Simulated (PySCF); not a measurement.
**Spin-rotation constants: `p1c(C#C)c(OC)sc1`, C$_{6}$H$_{5}$OPS**

Molfile (atoms numbered from 1):
```
C6H5OPS
     RDKit          3D

 14 14  0  0  0  0  0  0  0  0999 V2000
   -0.5263    3.2714    0.0096 C   0  0  0  0  0  0  0  0  0  0  0  0
    0.0283    2.2113   -0.0948 C   0  0  0  0  0  0  0  0  0  0  0  0
    0.7167    0.9893   -0.2276 C   0  0  0  0  0  0  0  0  0  0  0  0
    2.4402    0.9312   -0.6758 P   0  0  0  0  0  0  0  0  0  0  0  0
    2.4915   -0.7659   -0.6231 C   0  0  0  0  0  0  0  0  0  0  0  0
    1.0644   -1.6342   -0.2157 S   0  0  0  0  0  0  0  0  0  0  0  0
    0.0880   -0.2137   -0.0169 C   0  0  0  0  0  0  0  0  0  0  0  0
   -1.2078   -0.2987    0.3253 O   0  0  0  0  0  0  0  0  0  0  0  0
   -1.7447   -1.5850    0.5156 C   0  0  0  0  0  0  0  0  0  0  0  0
   -1.0194    4.1919    0.1032 H   0  0  0  0  0  0  0  0  0  0  0  0
    3.3620   -1.3623   -0.8270 H   0  0  0  0  0  0  0  0  0  0  0  0
   -2.7888   -1.4395    0.7845 H   0  0  0  0  0  0  0  0  0  0  0  0
   -1.6787   -2.1809   -0.4011 H   0  0  0  0  0  0  0  0  0  0  0  0
   -1.2261   -2.1154    1.3216 H   0  0  0  0  0  0  0  0  0  0  0  0
  1  2  3  0
  2  3  1  0
  3  4  1  0
  4  5  2  0
  5  6  1  0
  6  7  1  0
  7  8  1  0
  8  9  1  0
  7  3  2  0
  1 10  1  0
  5 11  1  0
  9 12  1  0
  9 13  1  0
  9 14  1  0
M  END
```

Level of theory: GIAO KT3/pcSseg-1 magnetisability, rotational g tensor and spin-rotation constants, non-relativistic, gas phase in PySCF 2.14.0. Geometry: GFN2-xTB.

Give the nuclear spin-rotation constants along the inertial axes (H = +C I·J) beside the isotropic shieldings.

Rotational constants 1.4691, 1.3044, 0.6940 GHz. A star marks the isotopologue with that one atom substituted, in its own axes.
```
atom  isotope  Caa (kHz)  Cbb (kHz)  Ccc (kHz)  mean (kHz)  σ (ppm)
  P4      31P      3.099      3.487      1.027       2.538    117.0
 H10       1H     -0.067     -0.029     -0.077      -0.058     28.6
 H11       1H     -0.131      0.145     -0.083      -0.023     24.4
 H12       1H     -0.152      0.077     -0.070      -0.048     27.2
 H13       1H     -0.123     -0.088     -0.003      -0.071     27.8
 H14       1H     -0.123     -0.087     -0.003      -0.071     27.8
  C1     13C*      0.299      0.269      0.218       0.262    103.0
  C2     13C*      0.275      0.222      0.233       0.243    111.0
  C3     13C*      0.516      0.454      0.114       0.362     73.7
  C5     13C*      0.460      0.675      0.092       0.409     50.9
  S6     33S*      0.570      0.524      0.219       0.438    261.1
  C7     13C*      0.573      0.626      0.188       0.462     12.2
  O8     17O*     -0.432     -0.180     -0.056      -0.223    188.1
  C9     13C*      0.205      0.314      0.170       0.230    123.2
```
For the geometry as given, no vibrational averaging.
